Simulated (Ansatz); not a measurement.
`[OH][Hf]([F])([F])[SeH]` + H–F → `[F][Hf]([F])([F])[SeH]` + H₂O at 400 K and 1 bar (ligand exchange at the Hf–O bond).

Gas-phase electronic energies from Ansatz, PBE0-D4/def2-TZVP geometries. CBS: MP2 limit from def2 TZ/QZ plus the TZ coupled-cluster correction, frozen cores. This one scheme is used for every species. def2 core potentials past Kr. For Hf, Se outer-core shells are correlated without core-valence functions, which leaves a few kJ/mol of doubt a bond. Scalar relativity is left out up to krypton. Each species was taken in one conformer, which may not be the lowest.

```csv
species,CCSD(T)/CBS energy (Eh),H − E (kJ/mol),S (J/(mol·K))
`[OH][Hf]([F])([F])[SeH]`,-2724.84883,101.3,447.4
H–F,-100.39570,36.5,182.2
`[F][Hf]([F])([F])[SeH]`,-2748.87958,69.9,429.8
H₂O,-76.37941,69.8,198.6
```

H − E and S are ideal-gas, rigid-rotor, harmonic terms from PBE0-D4/def2-TZVP, for one conformer and one mirror image of each species. 1 Eh = 2625.50 kJ/mol, R = 8.31446 J/(mol·K).

Task: By hand: ΔE, ΔH, ΔS and ΔG.

Result: ΔE = (-2748.87958) + (-76.37941) − (-2724.84883) − (-100.39570) = -0.01446 Eh = -38.0 kJ/mol. Δ(H − E) = 69.9 + 69.8 − 101.3 − 36.5 = 1.9, so ΔH = -36.1 kJ/mol. ΔS = 429.8 + 198.6 − 447.4 − 182.2 = -1.2 J/(mol·K). ΔG = -36.1 − 400 × (-1.2)/1000 = -35.6 kJ/mol.

Task: By hand: the equilibrium constant, and the temperature at which ΔG would vanish if ΔH and ΔS stayed fixed.

Result: log₁₀ K = −ΔG/(RT ln 10) = 4.6. ΔG = 0 at ΔH/ΔS = 30083 K, far beyond where these terms or the molecules hold.

The number of gas molecules stays the same, so ΔS is small and ΔH decides. A doubt of 5 kJ/mol in ΔE shifts log₁₀ K by 0.7 here. Other conformers and mirror images would add mixing entropy, several J/(mol·K) or more a flexible species. Modes under 60 cm⁻¹, often nearly free rotors, make the harmonic entropy too high. These are equilibria of isolated gas molecules and say nothing of rates. Largest T1 diagnostic: 0.015 (customary marks: 0.02 for closed shells, 0.045 for open ones).
